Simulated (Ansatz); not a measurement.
`[SiH3]C[SiH]1CC1` and `S[SiH]1CC1` differ in one atom or group.

Ansatz, PBE0-D4/def2-TZVP geometries, multiplicity 1. Each molecule was computed in one conformer, which needn't be the lowest.

| property | `[SiH3]C[SiH]1CC1` |
| --- | --- |
| HOMO–LUMO gap (ωB97M-V/def2-TZVPP) / eV | 10.85 |
| LUMO energy (B3LYP/def2-TZVPP) / eV | 0.23 |
| HOMO energy (PBE/def2-TZVPP) / eV | -5.60 |
| LUMO energy (PBE0/def2-TZVPP) / eV | 0.44 |
| LUMO energy (ωB97M-V/def2-TZVPP) / eV | 1.96 |
| LUMO energy (PBE/def2-TZVPP) / eV | -0.38 |

**Question.** What does the change do to each property? (An estimate is asked.)

**Answer.** Ansatz gave: 
```csv
property,`S[SiH]1CC1`,shift
HOMO–LUMO gap (ωB97M-V/def2-TZVPP) / eV,10.98,0.13
LUMO energy (B3LYP/def2-TZVPP) / eV,-0.05,-0.28
HOMO energy (PBE/def2-TZVPP) / eV,-5.78,-0.18
LUMO energy (PBE0/def2-TZVPP) / eV,0.17,-0.27
LUMO energy (ωB97M-V/def2-TZVPP) / eV,1.93,-0.03
LUMO energy (PBE/def2-TZVPP) / eV,-0.71,-0.33
```

With PBE0 the HOMO falls by 0.19 eV and the LUMO falls by 0.27 eV, so the gap narrows by about 0.08 eV. PBE moves the HOMO by -0.18 eV and ωB97M-V by -0.16 eV.

B3LYP here is the variant with VWN-RPA as its local correlation; programs differ in this.
